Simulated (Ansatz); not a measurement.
All numbers were calculated with Ansatz.

A structure relaxed at PBE0-D4/def2-TZVP, charge 0, multiplicity 1:

Cartesian coordinates in Å:
```
B -0.7347 1.0417 0.8232
C 0.5194 0.3013 0.2586
C 0.3036 -0.8079 -0.6473
C 0.1049 -1.7245 -1.3966
H -0.5497 1.9600 1.5682
H -1.8486 0.7210 0.5383
H 1.1161 -0.0196 1.1270
H 1.1588 1.0652 -0.2107
H -0.0697 -2.5372 -2.0606
```

Give its formula and SMILES.

C3H5B, `BCC#C`.

Point group (tolerance 0.08 Å, 0.16 Å for H)?

Cs.

Summarise the bond lengths by kind.

1 × B–C 1.562 Å; 2 × B–H 1.194 to 1.197 Å; 2 × C–C 1.201 to 1.448 Å; 3 × C–H 1.064 to 1.101 Å.
